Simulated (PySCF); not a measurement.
Calculated NMR parameters of C=C/C=C\C(=C)O[SiH3]

* Formula: C6H10OSi
* SMILES: C=C/C=C\C(=C)O[SiH3]
* Point group of the computed structure: Cs
* Degrees of unsaturation: 3
* Carbon signals: 6
* Proton signals: 8

Atom-mapped SMILES (the numbers label the heavy atoms): `[CH2:1]=[CH:2]/[CH:3]=[CH:4]\[C:5](=[CH2:6])[O:7][SiH3:8]`. Each H is labelled by its parent atom. Ha(C1) is cis to C3; Ha(C6) is cis to C4; Hb(C1) is trans to C3; Hb(C6) is trans to C4.

Theoretical values (PySCF 2.14.0 with density-fitted response routines): shieldings: GIAO PBE0/pcSseg-1, structure optimised with GFN2-xTB. Single conformer, rapidly exchanging positions averaged, non-relativistic Hamiltonian, no solvent.

δ = σ(ref) − σ, references computed at the same level: 1H (σ = 31.72 ppm) and 13C (σ = 186.93 ppm) and 29Si (σ = 349.16 ppm) against TMS; H2O for 17O (σ = 336.08 ppm).

```tsv
carbon	δC, type	δH (multiplicity)	HMBC from (2–3 bonds)	span of the C tensor (ppm)
C1	127.4, CH2	Ha(C1) 5.51 (m); Hb(C1) 5.52 (m)	H(C2), H(C3)	205
C2	142.5, CH	8.16 (m)	H(C3), H(C4), Hb(C1), Ha(C1)	244
C3	139.6, CH	6.25 (m)	H(C2), H(C4), Hb(C1), Ha(C1)	194
C4	131.4, CH	5.86 (d)	H(C2), H(C3), Ha(C6), Hb(C6)	180
C5	166.6, C	–	H(C3), H(C4), H(Si8), Ha(C6), Hb(C6)	189
C6	100.3, CH2	Ha(C6) 4.60 (br s); Hb(C6) 4.36 (br s)	H(C4)	151
```

Other nuclei:
```tsv
atoms	nucleus	environment	δ (ppm)	σ (ppm)
H(Si8)	1H	hydrogen on a silicon bonded to O	5.03	26.69
Si8	29Si	silicon bonded to O, 3 H	-47.3	396.5
O7	17O	oxygen bonded to C, Si	95.8	240.3
```

Carbon types of the structure: 1 × C, 3 × CH, 2 × CH2, leaving 3 H on heteroatoms. δC 166.6: alkene carbon bearing oxygen; an sp2 carbon further deshielded by the attached heteroatom. δC 142.5, 139.6, 131.4: alkene CH; as expected for a trigonal carbon in a double bond. δC 127.4: terminal =CH2 carbon; as expected for a trigonal carbon in a double bond. δC 100.3: β carbon of an enol-ether or enamine type C=C; the O or N lone pair pushes π density onto this β carbon and shields it. δH 5.52, 5.51: hydrogen on a terminal =CH2 carbon; olefinic region.

Shifts are as computed. Against solution values, carbons near 30 ppm lie about +3 ppm off and those near 130 ppm about +5 ppm. Of 1211 compounds with measured shifts, 218 miss one by over three times the rms of a fit or turn the order of signals round; such compounds aren't used in these exercises. Experimental scales use liquid or dissolved standards, which lie at an offset from isolated H2O (liquid H2O: subtract about 36 ppm). Multiplicities follow the n + 1 count of equivalent neighbours, as no J values were calculated; m marks all less simple cases, F and P coupling included.
